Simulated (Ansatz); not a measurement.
Molecule: C$_{5}$H$_{7}$Ge, charge 0, multiplicity 2. It need not be the lowest isomer of its formula. 
Coordinates optimised at B3LYP-D3(BJ)/def2-TZVP (Ansatz, a program for electronic structure):
```
C
C 1 1.3509
H 2 1.0825 1 125.57
C 2 1.4756 3 123.41 1 -180.00
C 4 1.3305 2 105.98 3 180.00
H 4 1.0794 5 128.53 2 -180.00
C 5 1.4878 4 113.52 6 -180.00
H 7 1.0943 5 112.37 4 -119.68
H 7 1.0943 8 106.93 5 123.73
Ge 1 1.9365 2 126.55 3 0.00
H 10 1.5380 1 108.58 2 0.00
H 10 1.5414 11 109.53 1 -121.00
H 10 1.5414 11 109.53 12 -117.99
```
Charge 0, spin multiplicity 2.

Total electronic energies in hartree. Cores are frozen in the correlated levels unless marked. UHF or UKS for open shells. Spin-orbit coupling is left out. Frozen are the shells of the preceding noble gas and the d and f shells that filled before the atom's block. No relativistic terms. CBS marks a two-point X^-3 extrapolation of the correlation energy; Hartree-Fock from the larger set. [CCSD(T)-MP2]/basis is that difference in the basis named.

The UHF reference is spin-contaminated (<S^2> 0.52 over the pure value in the largest basis). 

```json
[
 {"level": "PBE-D4/def2-TZVPD", "program": "Ansatz + dftd4", "energy (Eh)": "-2271.11295"},
 {"level": "BLYP/def2-TZVPD", "program": "Ansatz", "energy (Eh)": "-2271.63872"},
 {"level": "revPBE-D3(BJ)/def2-TZVPD", "program": "Ansatz + dftd3", "energy (Eh)": "-2271.49530"},
 {"level": "B3LYP/def2-TZVPD", "program": "Ansatz", "energy (Eh)": "-2271.73034"},
 {"level": "PBE0/def2-SVP", "program": "Ansatz", "energy (Eh)": "-2270.71347"},
 {"level": "PBE0/def2-TZVP", "program": "Ansatz", "energy (Eh)": "-2271.17901"},
 {"level": "BHLYP/def2-TZVPD", "program": "Ansatz", "energy (Eh)": "-2271.53586"},
 {"level": "r2SCANh/def2-TZVPD", "program": "Ansatz", "energy (Eh)": "-2271.54018"},
 {"level": "HSE06-D3(BJ)/def2-TZVPD", "program": "Ansatz + dftd3", "energy (Eh)": "-2271.17725"},
 {"level": "CAM-B3LYP/def2-TZVPD", "program": "Ansatz", "energy (Eh)": "-2271.68367"},
 {"level": "LC-wPBE/def2-TZVPD", "program": "Ansatz", "energy (Eh)": "-2271.26679"},
 {"level": "wB97X-V/def2-TZVPD", "program": "Ansatz", "energy (Eh)": "-2271.43277"},
 {"level": "B2PLYP/def2-TZVPD", "program": "Ansatz", "energy (Eh)": "-2271.07974"},
 {"level": "PBE-QIDH/def2-TZVPD", "program": "Ansatz", "energy (Eh)": "-2270.75904"},
 {"level": "MP2/cc-pVQZ", "program": "Ansatz", "energy (Eh)": "-2269.69947"},
 {"level": "SCS-MP2/cc-pVQZ", "program": "Ansatz", "energy (Eh)": "-2269.70018"},
 {"level": "CCSD/STO-3G", "program": "Ansatz", "energy (Eh)": "-2243.13269"},
 {"level": "CCSD/cc-pVDZ", "program": "Ansatz", "energy (Eh)": "-2269.43509"},
 {"level": "CCSD/cc-pVTZ", "program": "Ansatz", "energy (Eh)": "-2269.70052"},
 {"level": "CCSD/CBS(cc-pVTZ,cc-pVQZ)", "program": "Ansatz", "energy (Eh)": "-2269.7947"},
 {"level": "CCSD(T)/cc-pVQZ", "program": "Ansatz", "energy (Eh)": "-2269.81149"},
 {"level": "RI-MP2/CBS(cc-pVTZ,cc-pVQZ)+[CCSD(T)-MP2]/cc-pVTZ", "program": "Ansatz", "energy (Eh)": "-2269.8582"},
 {"level": "CCSD(T)/CBS(cc-pVTZ,cc-pVQZ)", "program": "Ansatz", "energy (Eh)": "-2269.8476"}
]
```

Totals of different functionals don't rank their quality; only differences between species are comparable.
